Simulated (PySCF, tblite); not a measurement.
Isomers of C4H8F3P. Computed values, GFN2-xTB/tblite, gas phase, harmonic and unscaled. This tight-binding method is rough: wavenumbers can miss measured ones by several per cent, in bad cases by 10 to 20. Modes of hydrogen on phosphorus can be 10 to 20 % off. One conformer each.

Electronic energies: PBE0/pcSseg-1 single points on the GFN2-xTB geometries (PySCF, gas phase).

```csv
SMILES,"electronic energy, lowest = 0 (kcal/mol)"
CP(C)CC(F)(F)F,0.0
CPCCC(F)(F)F,2.6
CCP(C)C(F)(F)F,7.4
CCPCC(F)(F)F,5.7
```

Question: How do GFN2-xTB zero-point energies change the relative energies?

Answer: 
```tsv
SMILES	ZPE (kcal/mol)	of it from modes above 1550 cm⁻¹	electronic (kcal/mol)	with ZPE, lowest = 0 (kcal/mol)	lowest mode (cm⁻¹)	rings
CP(C)CC(F)(F)F	72.0	34.3	0.0	0.0	21	0
CPCCC(F)(F)F	71.8	33.1	2.6	2.4	43	0
CCPCC(F)(F)F	72.2	33.2	5.7	5.9	24	0
CCP(C)C(F)(F)F	72.5	34.3	7.4	7.9	52	0
```

The zero-point energies span 0.7 kcal/mol, from `CPCCC(F)(F)F` to `CCP(C)C(F)(F)F`. The order is unchanged.

Question: And how do the electronic energies of GFN2-xTB itself compare?

Answer: `CP(C)CC(F)(F)F` 0.0; `CPCCC(F)(F)F` 2.7; `CCPCC(F)(F)F` 3.0; `CCP(C)C(F)(F)F` 3.8 kcal/mol, lowest = 0. Against the energies above, taken from the same isomer `CP(C)CC(F)(F)F`, the largest difference is 3.6 kcal/mol.
